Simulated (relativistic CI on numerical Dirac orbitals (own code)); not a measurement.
Computed by Dirac-Coulomb-Breit CI, orbitals from a KLI potential per configuration, QED by a radiative potential, unscaled Slater integrals (own radial code, finite nucleus).

Configurations in the expansion (outside the closed core 1s2): 2s², 2s2p, 2p², 2p3s, 2p3p, 2s3s, 2s3p, 2s3d, 2s4s, 2s4p, 2s4d, 2s4f, 2s5s, 3s², 2s5p, 2s5d, 2s5f, 2s5g, 3s3p, 3p². Levels of other configurations are missing.

At this charge energies of transitions that change n are usually good to better than 1 %, and those within a shell (Δn = 0) to a few per cent.

Outline of the computed level scheme of La LIV. Lowest level of each configuration: 2s² ¹S0 at 0.00 eV; 2s2p ³P°0 at 113.08 eV; 2p² ³P0 at 326.54 eV; 2s3s ³S1 at 6095.55 eV; 2s3p ³P°0 at 6150.60 eV; 2p3s ³P°1 at 6236.57 eV; 2p3p ³D1 at 6270.65 eV; 2s3d ³D1 at 6314.87 eV; 2s4s ³S1 at 8191.47 eV.

Some strong electric-dipole decays among the lowest 36 levels: 2s3d ³D3 → 2s2p ³P°2 (5.9e+14 s⁻¹); 2s3d ³D2 → 2s2p ³P°1 (5.2e+14 s⁻¹); 2s3d ¹D2 → 2s2p ¹P°1 (5.0e+14 s⁻¹); 2s3d ³D1 → 2s2p ³P°0 (2.6e+14 s⁻¹); 2p3p ³P0 → 2s2p ³P°1 (2.3e+14 s⁻¹); 2p3p ³D1 → 2s2p ³P°1 (2.2e+14 s⁻¹); 2s3p ¹P°1 → 2s² ¹S0 (2.2e+14 s⁻¹); 2p3p ¹S0 → 2s2p ¹P°1 (1.9e+14 s⁻¹).

LS names give the leading component of a level, which can be under half, so a name can repeat, a term be missing and a line seem to break the LS rules.
